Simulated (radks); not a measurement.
The numbers below are computed, except where a source is named.
Ionisation of the caesium ion Cs32+, [Ar] 3d5, to Cs33+, [Ar] 3d4, under several functionals. Scalar-relativistic Kohn-Sham, spin-unpolarised, spherical densities, finite nucleus; a radial shooting solver on a logarithmic mesh with Libxc functionals.

\begin{tabular}{lrrrrrr}
functional & E(Cs32+) (hartree) & Exc (hartree) & IE (eV) & -e(HOMO) (eV) & <r> HOMO (bohr) & IE error (eV) \\ \hline
PBEsol & -7094.7602 & -139.2201 & 2035.6 & 1990.9 & 0.2496 & +6.6 \\
BP86 & -7098.9187 & -143.4009 & 2036.2 & 1991.5 & 0.2495 & +7.2 \\
RPBE & -7098.2329 & -142.7109 & 2035.9 & 1991.1 & 0.2496 & +6.9 \\
PW91 & -7098.5417 & -143.0168 & 2036.4 & 1991.6 & 0.2496 & +7.4 \\
XLYP & -7099.0764 & -143.5507 & 2036.0 & 1991.2 & 0.2496 & +7.0 \\
revPBE & -7098.1276 & -142.6052 & 2035.9 & 1991.1 & 0.2496 & +6.9 \\
B86b exchange with PBE correlation & -7098.4702 & -142.9455 & 2036.1 & 1991.3 & 0.2496 & +7.1 \\
AM05 & -7092.0530 & -136.5043 & 2035.7 & 1990.9 & 0.2495 & +6.7 \\
Wu-Cohen GGA & -7096.8612 & -141.3290 & 2036.0 & 1991.3 & 0.2496 & +7.0 \\
\end{tabular}

NIST Atomic Spectra Database: 2029 eV (theoretical). Closest: PBEsol. The Delta-SCF values span 0.73 eV, the total energies 7.02 hartree. The highest occupied level is 3d. Spin polarisation and multiplet splitting are left out, so open shells lie too high by an amount that depends on their filling. Spin-orbit splitting is averaged out at the scalar-relativistic level.

Beside tabulated values, note that spin-unpolarised runs miss the spin-polarisation part of the exchange energy of open shells.
